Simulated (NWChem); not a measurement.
System: C2H5ClSi; SMILES [SiH3]/C=C\Cl

Here is an NWChem input.

```
start job
memory heap 200 mb stack 900 mb global 1100 mb
geometry units angstroms noautoz
  Si    -0.428366     1.661996     0.000000
  C      1.077715     0.539516     0.000000
  C      1.031654    -0.794251     0.000000
  Cl    -0.449892    -1.688109     0.000000
  H     -1.265245     1.430292     1.215475
  H     -1.265245     1.430292    -1.215475
  H      0.045022     3.078738     0.000000
  H      2.083037     0.976693     0.000000
  H      1.910780    -1.445205     0.000000
end
basis spherical
  * library def2-svp
end
dft
  xc xwpbe 0.80 cpbe96 1.0 hfexch 1.00
  cam 0.2 cam_alpha 0.2 cam_beta 0.8
  iterations 150
  mulliken
end
task dft energy
```

The geometry was optimised at PBE0/def2-SVP.

Give the results of this calculation. (LRC-wPBEh/def2-SVP.) Quantities: energy (Ha); highest occupied level (eV); orbital gap (eV); dipole (D).


| Quantity | Value |
|---|---|
| energy (Ha) | -828.24 |
| highest occupied level (eV) | -9.44 |
| orbital gap (eV) | 10.37 |
| dipole (D) | 1.37 |
